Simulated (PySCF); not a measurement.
# Electron correlation in S⁴⁺ (sulfur, charge +4)

Starting occupation: [Ne] 3s2. Calculation: PySCF 2.14, in x2c-TZVPPall-2c with one added diffuse shell each of s, p, d type (6s7p4d1f, 54 functions); X2C-1e with screened-nucleus spin-orbit coupling, Gaussian nucleus. Frozen: nothing; 12 electrons correlated.

MP2 pair energies summed by pair of shells (mhartree):

```csv
pair,energy,share (%)
2p1/2-2p3/2,-52.74,23.6
2p3/2-2p3/2,-48.83,21.9
3s1/2-3s1/2,-38.40,17.2
2p3/2-3s1/2,-16.32,7.3
2p3/2-2s1/2,-14.16,6.3
1s1/2-1s1/2,-13.08,5.9
2p1/2-2p1/2,-11.19,5.0
2p1/2-3s1/2,-8.07,3.6
2p1/2-2s1/2,-7.09,3.2
2s1/2-2s1/2,-4.69,2.1
1s1/2-2p3/2,-3.03,1.4
2s1/2-3s1/2,-2.50,1.1
1s1/2-2p1/2,-1.53,0.7
1s1/2-2s1/2,-1.49,0.7
1s1/2-3s1/2,-0.27,0.1
```

Total MP2 correlation energy: -223.41 mhartree.

| level | correlation energy (mhartree) |
| --- | --- |
| CCSD | -237.02 |
| (T) | -1.87 |
| CCSD(T) | -238.89 |

Diagnostics: T1 = 0.0025, largest double amplitude 0.105.

Problem. Is a single reference adequate?

Solution. Mostly. T1 lies below 0.03, but a double amplitude of this size points to a near-degeneracy that CCSD handles and MP2 describes poorly.

The basis has no tight functions for the innermost shells, so their pair energies are far from complete.

This basis was not built for core-valence correlation, so the inner-shell part is incomplete.
